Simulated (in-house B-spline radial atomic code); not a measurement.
Configurations of I⁸⁺, with energies counted from [Kr] 4d9. Method: scalar-relativistic (X2C) wB97X, spin-polarised, spherical fractional occupations, Fermi nucleus of rms radius 4.75 fm. Calculated with a radial B-spline atomic code at the basis-set limit. Shells without spins written out take the highest spin.

Caution: exact exchange at fractional occupations of open shells leaves self-interaction of up to several eV.

Occupations are held fixed; configurations that lie above the ionisation limit could autoionise.

```
                                                  configuration  E - E(ref) (eV)  highest orbital  its <r> (bohr)
                                                   [Kr] 4d8 5s1           55.992            5s up           1.563
                                                   [Kr] 4d8 5p1           75.504            5p up           1.717
                                         [Ar] 3d10 4s2 4p5 4d10           80.369          4d down          0.8726
                                      [Ar] 3d10 4s2 4p5 4d9 5f1            206.7            5f up           2.682
                                          [Ar] 3d9 4s2 4p6 4d10            578.2          4d down          0.8548
[Ar] 3d(4 up, 5 down) 4s2 4p6 4d(4 up, 5 down) 5f(0 up, 1 down)           708.23          5f down           2.651
```

(1) Order these further configurations by energy, lowest first.
A. [Ar] 3d9 4s2 4p6 4d9 4f1
B. [Ar] 3d10 4s2 4p(2 up, 3 down) 4d(5 up, 4 down) 5f(1 up, 0 down)
C. [Ar] 3d(5 up, 4 down) 4s2 4p6 4d(5 up, 4 down) 4f(0 up, 1 down)
D. [Ar] 3d9 4s2 4p6 4d9 5s1
E. [Ar] 3d10 4s2 4p5 4d9 5d1

(2) How far above the reference does [Kr] 4d8 5f1 lie?

(3) How far above the reference does [Ar] 3d(5 up, 4 down) 4s2 4p6 4d(5 up, 4 down) 5d(0 up, 1 down) lie?

Answers

(1) E (183.12 eV), B (208.37 eV), D (640.3 eV), A (670.34 eV), C (671.46 eV).

(2) 123.53 eV; its least bound orbital is 5f up with <r> = 2.691 bohr.

(3) 684.69 eV; its least bound orbital is 5d down with <r> = 2.021 bohr.
